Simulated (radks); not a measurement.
Valence configurations of the bismuth ion Bi2+. All-electron calculation, scalar-relativistic Kohn-Sham, PBE, spin-unpolarised, spherical densities, finite nucleus; Fermi nuclear charge, rms radius 5.5211 fm. Program: a radial shooting solver on a logarithmic mesh with Libxc functionals. Energies are relative to [Hg] 6p1; eigenvalues in eV.

| valence | E (eV) | e(4f) | e(5d) | e(6p) | e(6s) |
|---|---|---|---|---|---|
| [Hg] 6p1 | 0.000 | -170.23 | -44.542 | -19.198 | -30.689 |
| [Xe] 4f14 5d10 6s1 6p2 | 11.615 | -172.04 | -46.192 | -20.039 | -31.778 |
| [Xe] 4f14 5d9.5 6s2 6p1.5 | 13.071 | -173.56 | -47.010 | -20.052 | -31.949 |
| [Xe] 4f14 5d9 6s2 6p2 | 26.950 | -176.91 | -49.454 | -20.880 | -33.176 |
| [Xe] 4f14 5d7.5 6s2 6p3.5 | 73.436 | -186.99 | -56.662 | -23.230 | -36.685 |
| [Xe] 4f13.5 5d10 6s2 6p1.5 | 77.855 | -180.52 | -47.977 | -20.134 | -32.116 |
| [Xe] 4f13.5 5d10 6s1.5 6p2 | 83.876 | -181.42 | -48.792 | -20.546 | -32.650 |
| [Xe] 4f13.5 5d9 6s1.5 6p3 | 113.75 | -188.15 | -53.688 | -22.160 | -35.055 |
| [Xe] 4f13 5d10 6s2 6p2 | 160.43 | -190.97 | -51.457 | -21.054 | -33.525 |
| [Xe] 4f13 5d9 6s2 6p3 | 192.49 | -197.81 | -56.417 | -22.660 | -35.925 |

NIST lists [Hg] 6p1 as the ground configuration; this level of theory agrees among the configurations tried. The energies are those of spherical spin-averaged densities, not of single terms.
